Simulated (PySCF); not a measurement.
HOSi, SMILES [OH+]=[Si] (connectivity only; charge and spin as stated), charge +1, multiplicity 1.

The structure is a stationary point at B3LYP-D3(BJ)/def2-TZVPD. The isomer is the one that the SMILES or the coordinates give; other isomers of the formula were not compared.

The numbers are results of TDDFT-ωB97X/def2-TZVPD run with PySCF, not measurements.

Vertical excitations; the highest root listed may be one member of a degenerate set.  State labels are in the subgroup C2v.

```
state  symmetry  energy (eV)  λ (nm)      f                                              main pairs
-----  --------  -----------  ------  -----  ------------------------------------------------------
S1           B1         7.55     164  0.256                              HOMO→LUMO (degenerate set)
S2           B2         7.55     164  0.256                            HOMO→LUMO+1 (degenerate set)
S3           A2         7.69     161  0.000                    HOMO−1→LUMO 49 %, HOMO−2→LUMO+1 49 %
S4           A1         7.84     158  0.000             HOMO−1→LUMO+1, HOMO−2→LUMO (degenerate set)
S5           A2         7.84     158  0.000             HOMO−2→LUMO+1, HOMO−1→LUMO (degenerate set)
S6           A1         9.45     131  0.015  HOMO−2→LUMO 38 %, HOMO−1→LUMO+1 38 %, HOMO→LUMO+2 21 %
S7           A1        10.89     114  0.999  HOMO→LUMO+2 71 %, HOMO−2→LUMO 11 %, HOMO−1→LUMO+1 11 %
S8           B1        11.05     112  0.088                          HOMO−2→LUMO+2 (degenerate set)
S9           B2        11.05     112  0.088                          HOMO−1→LUMO+2 (degenerate set)
S10          A1        12.52      99  0.034                                        HOMO→LUMO+3 81 %
T1           B2         4.80     258      0                            HOMO→LUMO+1 (degenerate set)
T2           B1         4.80     258      0                              HOMO→LUMO (degenerate set)
T3           A1         7.09     175      0                    HOMO−1→LUMO+1 48 %, HOMO−2→LUMO 48 %
T4           A1         7.37     168      0                    HOMO−2→LUMO 49 %, HOMO−1→LUMO+1 49 %
```
Triplets are in the Tamm–Dancoff approximation, which puts them higher than full response would, so one can lie above its singlet here.
